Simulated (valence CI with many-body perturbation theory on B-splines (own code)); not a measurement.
## Sb45+: calculated level list

Calculated by relativistic CI+MBPT: four valence electrons over a frozen Dirac-Fock core [He], a basis of 11 s, 11 p, 10 d, 8 f, 5 g, 2 h functions for each j, with the one-electron correlation potential Σ1 (screened to all orders), the two-electron term Σ2, the three-electron term Σ3, Breit, model QED; selected single and double excitations, second order for the rest, scaled by the run's own slope (own B-spline code, finite nucleus).

The last digits are not significant, and no measured levels were compared; by estimate large intervals hold to a few tenths of a per cent, small ones and those within an open d or f shell to about a per cent. Among the levels kept, up to 840 cm⁻¹ of a level comes from second order outside the variational space, and about a tenth of that is noise between levels of different J, which matters for small intervals.

Levels 136 to 180 of 205, with energies above the lowest level, (2s^2 2p1/2^2) J=0. "Leading %" is the weight of the configuration and term that name the level; weights of strongly mixed levels are sums over their largest components and can fall short, so below about 35 % the name and the second component can differ from the true leading terms, or belong to a minority configuration. In the jj column 3d3/2^4 stands for four electrons in 3d with j = 3/2. Lifetimes count E1, E2, E3, M1 and M2 decay at the calculated energies, and are blank where another channel may lead or the interval is too uncertain; long ones can be off by a factor of two.

| No. | Configuration | Term | J | E (× 10³ cm⁻¹) | Leading % | Lifetime | g | Leading jj |
| --- | --- | --- | --- | --- | --- | --- | --- | --- |
| 136 | 2s.2p2.3p | 5D° | 4 | 42286 | 54 | 2.61 ps | 1.371 | 2s 2p3/2^2 3p3/2 (98 %) |
| 137 | 2s.2p2.3p | 3P° | 0 | 42301 | 74 | 1.36 ps |  | 2s 2p3/2^2 3p1/2 (92 %) |
| 138 | 2s.2p2.3p | 3P° | 1 | 42308 | 33 | 17.7 fs | 1.364 | 2s 2p3/2^2 3p1/2 (91 %) |
| 139 | 2p3.3d | 3F° | 3 | 42324 | 26 | 246 fs | 1.133 | 2p1/2^2 2p3/2 3d3/2 (91 %) |
| 140 | 2s.2p2.3p | 3D° | 2 | 42334 | 31 | 21.3 fs | 1.072 | 2s 2p3/2^2 3p1/2 (88 %) |
| 141 | 2p3.3d | 5D° | 1 | 42349 | 24 | 10.9 fs | 1.182 | 2p1/2^2 2p3/2 3d3/2 (82 %) |
| 142 | 2p3.3d | 3P° | 0 | 42359 | 55 | 253 fs |  | 2p1/2^2 2p3/2 3d3/2 (91 %) |
| 143 | 2s.2p2.3p | 3P° | 1 | 42378 | 44 | 11.1 fs | 1.365 | 2s 2p3/2^2 3p3/2 (51 %) |
| 144 | 2p3.3d | 3F° | 4 | 42474 | 46 | 887 fs | 1.264 | 2p1/2^2 2p3/2 3d5/2 (98 %) |
| 145 | 2s.2p2.3p | 3P° | 2 | 42484 | 42 | 9.40 fs | 1.351 | 2s 2p3/2^2 3p3/2 (92 %) |
| 146 | 2p3.3d | 3D° | 2 | 42539 | 34 | 4.63 fs | 1.262 | 2p1/2^2 2p3/2 3d5/2 (95 %) |
| 147 | 2p3.3d | 3D° | 3 | 42633 | 43 | 2.13 fs | 1.187 | 2p1/2^2 2p3/2 3d5/2 (90 %) |
| 148 | 2p3.3d | 3D° | 1 | 42691 | 39 | 3.18 fs | 1.013 | 2p1/2^2 2p3/2 3d5/2 (96 %) |
| 149 | 2s.2p2.3d | 3D | 2 | 42786 | 28 | 2.83 fs | 1.377 | 2s 2p3/2^2 3d3/2 (95 %) |
| 150 | 2s.2p2.3d | 5D | 3 | 42789 | 26 | 3.11 fs | 1.314 | 2s 2p3/2^2 3d3/2 (85 %) |
| 151 | 2s.2p2.3d | 5P | 1 | 42807 | 33 | 2.66 fs | 1.732 | 2s 2p3/2^2 3d3/2 (94 %) |
| 152 | 2s.2p2.3p | 3D° | 3 | 42815 | 52 | 18.3 fs | 1.270 | 2s 2p3/2^2 3p3/2 (79 %) |
| 153 | 2s.2p2.3d | 3F | 4 | 42820 | 37 | 4.15 fs | 1.292 | 2s 2p3/2^2 3d3/2 (60 %) |
| 154 | 2s.2p2.3p | 3P° | 0 | 42843 | 60 | 497 fs |  | 2s 2p3/2^2 3p3/2 (98 %) |
| 155 | 2p3.3s | 5S° | 2 | 42859 | 39 | 111 fs | 1.530 | 2p1/2 2p3/2^2 3s (76 %) |
| 156 | 2s.2p2.3d | 5F | 5 | 42864 | 53 | 11.2 ps | 1.295 | 2s 2p3/2^2 3d5/2 (98 %) |
| 157 | 2s.2p2.3p | 3P° | 2 | 42881 | 61 | 63.0 fs | 1.459 | 2s 2p3/2^2 3p3/2 (80 %) |
| 158 | 2s.2p2.3p | 1P° | 1 | 42885 | 45 | 9.59 fs | 1.187 | 2s 2p3/2^2 3p3/2 (89 %) |
| 159 | 2s.2p2.3d | 3F | 4 | 42900 | 57 | 12.5 fs | 1.191 | 2s 2p3/2^2 3d5/2 (61 %) |
| 160 | 2p3.3s | 3S° | 1 | 42916 | 44 | 17.4 fs | 1.278 | 2p1/2 2p3/2^2 3s (82 %) |
| 161 | 2s.2p2.3p | 3P° | 2 | 42950 | 44 | 175 fs | 1.329 | 2s 2p3/2^2 3p3/2 (95 %) |
| 162 | 2s.2p2.3d | 3P | 0 | 42987 | 71 | 7.70 fs |  | 2s 2p3/2^2 3d5/2 (90 %) |
| 163 | 2s.2p2.3d | 3P | 1 | 43061 | 32 | 3.46 fs | 1.451 | 2s 2p3/2^2 3d5/2 (92 %) |
| 164 | 2p3.3s | 3D° | 3 | 43065 | 78 | 37.7 fs | 1.304 | 2p1/2 2p3/2^2 3s (78 %) |
| 165 | 2s.2p2.3d | 3D | 3 | 43075 | 41 | 3.32 fs | 1.183 | 2s 2p3/2^2 3d5/2 (84 %) |
| 166 | 2p3.3s | 1D° | 2 | 43078 | 65 | 18.6 fs | 1.053 | 2p1/2 2p3/2^2 3s (94 %) |
| 167 | 2s.2p2.3d | 3P | 2 | 43119 | 37 | 2.63 fs | 1.279 | 2s 2p3/2^2 3d5/2 (93 %) |
| 168 | 2s.2p2.3p | 1P° | 1 | 43123 | 32 | 25.0 fs | 1.233 | 2s 2p3/2^2 3p3/2 (86 %) |
| 169 | 2p3.3p | 5P | 1 | 43250 | 42 | 11.0 fs | 1.623 | 2p1/2 2p3/2^2 3p1/2 (94 %) |
| 170 | 2p3.3p | 3F | 2 | 43288 | 30 | 5.58 fs | 1.177 | 2p1/2 2p3/2^2 3p1/2 (84 %) |
| 171 | 2p3.3s | 3P° | 0 | 43301 | 99 | 40.8 fs |  | 2p1/2 2p3/2^2 3s (99 %) |
| 172 | 2s.2p2.3d | 3D | 1 | 43315 | 51 | 3.06 fs | 0.707 | 2s 2p3/2^2 3d3/2 (85 %) |
| 173 | 2s.2p2.3d | 3F | 3 | 43341 | 22 | 2.88 fs | 1.061 | 2s 2p3/2^2 3d3/2 (56 %) |
| 174 | 2p3.3s | 3P° | 1 | 43356 | 62 | 26.1 fs | 1.308 | 2p1/2 2p3/2^2 3s (91 %) |
| 175 | 2s.2p2.3d | 3D | 2 | 43390 | 34 | 3.31 fs | 1.030 | 2s 2p3/2^2 3d3/2 (84 %) |
| 176 | 2s.2p2.3d | 3D | 2 | 43404 | 49 | 3.58 fs | 1.152 | 2s 2p3/2^2 3d3/2 (79 %) |
| 177 | 2s.2p2.3d | 3D | 1 | 43411 | 67 | 3.20 fs | 0.756 | 2s 2p3/2^2 3d3/2 (93 %) |
| 178 | 2s.2p2.3d | 3P | 0 | 43454 | 76 | 2.29 fs |  | 2s 2p3/2^2 3d3/2 (92 %) |
| 179 | 2p3.3p | 3F | 3 | 43458 | 23 | 26.3 fs | 1.105 | 2p1/2 2p3/2^2 3p1/2 (56 %) |
| 180 | 2s.2p2.3d | 3F | 4 | 43464 | 68 | 227 fs | 1.187 | 2s 2p3/2^2 3d5/2 (97 %) |
